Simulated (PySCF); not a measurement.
Input file for PySCF: R-HF/3-21G on C3H6 (SMILES C1CC1).

```python
from pyscf import gto, scf, dft, mp
from pyscf.data.elements import chemcore

mol = gto.M(
    atom='''
    C    -0.27516845    0.82171199   -0.04962046
    C    -0.55933591   -0.63383837    0.19689154
    C     0.83450589   -0.18786000   -0.14726740
    H    -0.27993260    1.49170326    0.79949587
    H    -0.64274937    1.26356949   -0.96589002
    H    -1.11924664   -1.17671519   -0.55257485
    H    -0.75630505   -0.94864158    1.21277257
    H     1.21766550   -0.42906561   -1.12957267
    H     1.58056664   -0.20086397    0.63576542
    ''',
    basis='3-21g',
    charge=0, spin=0, verbose=3, max_memory=1800)
mf = scf.RHF(mol)
mf.conv_tol = 1e-8
mf.max_cycle = 100
mf.kernel()
if not mf.converged:
    mf = mf.newton().run(mf.mo_coeff, mf.mo_occ)
```

Output:

```
converged SCF energy = -116.400670614651
```

The run converged.

Cost: very roughly 0.09 core-seconds.
